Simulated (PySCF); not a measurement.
C2H9AsGa (SMILES [CH3][Ga+]([CH3])<-[AsH3]), charge +1, singlet, at a GFN2-xTB geometry (such geometries of metal compounds can be far from the true shape); PySCF with CASSCF(8,7)/STO-3G.

Input for PySCF:
```python
from pyscf import gto, scf, mcscf
import numpy

mol = gto.M(
    atom='''
Ga   -0.05475711    1.18768642    0.32129430
C     1.49577340    1.86651082   -0.82640775
H     2.40293652    1.32010966   -0.54792617
H     1.64773674    2.93836277   -0.66945764
H     1.26259826    1.67735925   -1.87937354
C    -1.63071777    1.02269065    1.61430910
H    -2.50396374    0.66334629    1.06003037
H    -1.85659698    1.99141391    2.06949851
H    -1.36917665    0.30017178    2.39446808
As    0.07932058   -1.68467997   -0.45958230
H     0.54515579   -2.74078624    0.47891962
H     0.88298055   -2.23702566   -1.58190483
H    -1.12211304   -2.47200040   -0.84557014
''',
    basis='sto-3g',
    charge=1,
    verbose=4,
)

mf = scf.RHF(mol)
mf.kernel()
mc = mcscf.CASSCF(mf, 7, 8)
mc.fix_spin_(ss=0.0)
mc.kernel()
occ = numpy.linalg.eigvalsh(mc.fcisolver.make_rdm1(mc.ci, mc.ncas, mc.nelecas))[::-1]
ss = mc.fcisolver.spin_square(mc.ci, mc.ncas, mc.nelecas)[0]
print('natural occupations', occ.round(4), ' <S^2>', round(ss, 4))
```

It wrote (shortened):

```
PySCF version 2.14.0

[INPUT] verbose = 4
[INPUT] num. atoms = 13
[INPUT] num. electrons = 84
[INPUT] charge = 1
[INPUT] spin (= nelec alpha-beta = 2S) = 0
[INPUT] symmetry False subgroup None
[INPUT] Mole.unit = angstrom
[INPUT] Symbol           X                Y                Z      unit          X                Y                Z       unit  Magmom
[...]
nuclear repulsion = 479.151479438989
number of shells = 31
number of NR pGTOs = 165
number of NR cGTOs = 55
basis = sto-3g
ecp = {}

******** <class 'pyscf.scf.hf.RHF'> ********
method = RHF
initial guess = minao
damping factor = 0
level_shift factor = 0
DIIS = <class 'pyscf.scf.diis.CDIIS'>
diis_start_cycle = 1
diis_space = 8
diis_damp = 0
SCF conv_tol = 1e-09
SCF conv_tol_grad = None
SCF max_cycles = 50
direct_scf = True
direct_scf_tol = 1e-13
Set gradient conv threshold to 3.16228e-05
Initial guess from minao.
init E= -4184.41032936727
[...]
cycle= 1 E= -4189.90281435931  delta_E= -5.49  |g|= 0.552  |ddm|= 3.74
[...]
cycle= 2 E= -4190.06038311762  delta_E= -0.158  |g|= 0.124  |ddm|= 1.24
[...]
cycle= 3 E= -4190.06604393389  delta_E= -0.00566  |g|= 0.0312  |ddm|= 0.203
[...]
cycle= 4 E= -4190.06675433509  delta_E= -0.00071  |g|= 0.013  |ddm|= 0.0882
[...]
cycle= 5 E= -4190.06684059283  delta_E= -8.63e-05  |g|= 0.00189  |ddm|= 0.0321
[...]
cycle= 6 E= -4190.0668451193  delta_E= -4.53e-06  |g|= 0.000831  |ddm|= 0.00705
[...]
cycle= 7 E= -4190.06684658661  delta_E= -1.47e-06  |g|= 0.000465  |ddm|= 0.00448
[...]
cycle= 8 E= -4190.0668473573  delta_E= -7.71e-07  |g|= 0.000145  |ddm|= 0.00484
[...]
cycle= 9 E= -4190.06684742966  delta_E= -7.24e-08  |g|= 4.58e-05  |ddm|= 0.00171
[...]
cycle= 10 E= -4190.06684743492  delta_E= -5.26e-09  |g|= 2.85e-05  |ddm|= 0.000251
[...]
cycle= 11 E= -4190.06684743792  delta_E= -3e-09  |g|= 1.38e-05  |ddm|= 0.000239
[...]
cycle= 12 E= -4190.06684743867  delta_E= -7.46e-10  |g|= 6.73e-06  |ddm|= 0.000133
[...]
Extra cycle  E= -4190.06684743874  delta_E= -7e-11  |g|= 5.23e-06  |ddm|= 2.12e-05
converged SCF energy = -4190.06684743874

******** <class 'pyscf.mcscf.mc1step.CASSCF'> ********
CAS (4e+4e, 7o), ncore = 38, nvir = 10
max_cycle_macro = 50
max_cycle_micro = 4
conv_tol = 1e-07
conv_tol_grad = None
orbital rotation max_stepsize = 0.02
orbital rotation threshold for CI restart = 0.01
augmented hessian ah_max_cycle = 30
augmented hessian ah_conv_tol = 1e-12
augmented hessian ah_linear dependence = 1e-14
augmented hessian ah_level shift = 1e-08
[...]
CASCI E = -4190.11674138175  S^2 = 0.0000000
[...]
macro iter  40 ( 21 JK    4 micro), CASSCF E = -4190.16361956359  dE =  3.39272447e-07  S^2 = 0.0000000
               |grad[o]|=0.014  |grad[c]|=0.00178  |ddm|=3.19e-06  |maxRot[o]|=0.0648
macro iter  41 ( 25 JK    4 micro), CASSCF E = -4190.16362103947  dE = -1.47588071e-06  S^2 = 0.0000000
               |grad[o]|=0.0131  |grad[c]|=0.0035  |ddm|=0.000159  |maxRot[o]|=0.00785
macro iter  42 (  7 JK    2 micro), CASSCF E = -4190.16362176042  dE = -7.20942808e-07  S^2 = 0.0000000
               |grad[o]|=0.0127  |grad[c]|= 1.25  |ddm|=2e-05  |maxRot[o]|=0.0244
macro iter  43 ( 21 JK    4 micro), CASSCF E = -4190.16362310969  dE = -1.34927814e-06  S^2 = 0.0000000
               |grad[o]|=0.0122  |grad[c]|=0.0468  |ddm|=5.08e-05  |maxRot[o]|=0.188
macro iter  44 ( 21 JK    4 micro), CASSCF E = -4190.16362324079  dE = -1.31098204e-07  S^2 = 0.0000000
               |grad[o]|=0.011  |grad[c]|=0.0279  |ddm|=0.000123  |maxRot[o]|=0.131
macro iter  45 (  7 JK    2 micro), CASSCF E = -4190.16363224643  dE = -9.00563737e-06  S^2 = 0.0000000
               |grad[o]|=0.00834  |grad[c]|= 21.8  |ddm|=0.00129  |maxRot[o]|=0.0611
macro iter  46 ( 16 JK    4 micro), CASSCF E = -4190.16363635036  dE = -4.10393022e-06  S^2 = 0.0000000
               |grad[o]|=0.00724  |grad[c]|=0.0149  |ddm|=0.00991  |maxRot[o]|=0.0468
macro iter  47 (  7 JK    2 micro), CASSCF E = -4190.16364792450  dE = -1.15741386e-05  S^2 = 0.0000000
               |grad[o]|=0.00402  |grad[c]|=0.0525  |ddm|=6.2e-05  |maxRot[o]|=0.0543
macro iter  48 (  7 JK    2 micro), CASSCF E = -4190.16366253054  dE = -1.46060456e-05  S^2 = 0.0000000
               |grad[o]|=0.00361  |grad[c]|=0.0242  |ddm|=0.000357  |maxRot[o]|=0.0687
macro iter  49 (  7 JK    2 micro), CASSCF E = -4190.16367342498  dE = -1.08944341e-05  S^2 = 0.0000000
               |grad[o]|=0.00417  |grad[c]|= 58.6  |ddm|=0.000812  |maxRot[o]|=0.0628
macro iter  50 ( 12 JK    3 micro), CASSCF E = -4190.16367622196  dE = -2.79697997e-06  S^2 = 0.0000000
               |grad[o]|=0.003  |grad[c]|= 7.38  |ddm|=0.000251  |maxRot[o]|=0.0465
1-step CASSCF not converged,  50 macro (660 JK 149 micro) steps
CASSCF canonicalization
Density matrix diagonal elements [1.99993061 1.95731407 1.79178964 1.09919332 1.00000454 0.02373743
 0.12803039]
CASSCF energy = -4190.16367622196
CASCI E = -4190.16367622196  E(CI) = -692.081727814859  S^2 = 0.0000000
natural occupations [2.     1.9661 1.9575 1.0006 0.9994 0.0589 0.0175]  <S^2> 0.0
```

The run did not converge; its last values are not results.
